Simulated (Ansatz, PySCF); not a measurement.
System: SrF, charge 0, multiplicity 2. 
Structure (B3LYP-D3(BJ)/def2-TZVP (Ansatz, a program for electronic structure) minimum search):
SMILES: [Sr][F]
```xyz
2

Sr     0.0000     0.0000    -0.4018
F      0.0000     0.0000     1.6964
```
Charge 0, spin multiplicity 2.

Total electronic energies in hartree. Valence correlation only, unless marked. UHF or UKS for open shells. No spin-orbit coupling. The frozen core is the preceding noble-gas configuration, with the filled d and f shells of earlier blocks. The outer core of K, Ca and their heavier congeners is not correlated, a term that matters for these elements. Past Kr the def2 sets carry scalar-relativistic core potentials. STO-3G rows are all-electron and non-relativistic. CBS(X,Y): correlation extrapolated as X^-3; Hartree-Fock from the larger set. The bracket is a focal-point correction in the basis named. The program attaches cautions to a run behind HF/STO-3G: other roots.

| level | program | energy (Eh) |
|---|---|---|
| HF/STO-3G | Ansatz | -3197.07183 |
| PBE-D3(BJ)/def2-TZVPD | Ansatz + dftd3 | -130.56643 |
| PBE-D4/def2-TZVPD | Ansatz + dftd4 | -130.56682 |
| BLYP-D3(BJ)/def2-TZVPD | Ansatz + dftd3 | -130.62658 |
| BLYP/def2-TZVPD | PySCF | ? |
| revPBE/def2-TZVPD | Ansatz | -130.65347 |
| BP86-D3(BJ)/def2-TZVPD | PySCF + dftd3 | -130.70467 |
| M06-L-D4/def2-TZVPD | PySCF + dftd4 | ? |
| PBE0-D3(BJ)/def2-TZVPD | Ansatz + dftd3 | -130.55561 |
| PBE0/def2-TZVPD | Ansatz | -130.55506 |
| r2SCAN0/def2-TZVPD | Ansatz | -130.59476 |
| MN15/def2-TZVPD | PySCF | -130.52840 |
| B2PLYP-D4/def2-TZVPD | Ansatz + dftd4 | -130.48832 |
| RPA@PBE/def2-QZVPP | Ansatz | -130.36431 |
| MP2/def2-QZVPPD | Ansatz | -130.22147 |
| MP2/CBS(def2-TZVPPD,def2-QZVPPD) | Ansatz | -130.2397 |
| RI-MP2/def2-QZVPPD | Ansatz | -130.22132 |
| SCS-MP2/def2-TZVPP | Ansatz | -130.17496 |
| CCSD/def2-SVP | Ansatz | -129.97575 |
| CCSD(T)/def2-TZVPP | Ansatz | -130.18797 |
| CCSDT(Q)/def2-SVP | Ansatz | -129.97939 |
| RI-MP2/CBS(def2-TZVPPD,def2-QZVPPD)+[CCSD(T)-MP2]/def2-QZVPPD | Ansatz | -130.2440 |
| CCSD(T)/CBS(def2-TZVPPD,def2-QZVPPD) | Ansatz | -130.2437 |

Question: Fill in the missing entries.

Answer: 
- BLYP/def2-TZVPD, energy (Eh): -130.62515
- M06-L-D4/def2-TZVPD, energy (Eh): -130.62962
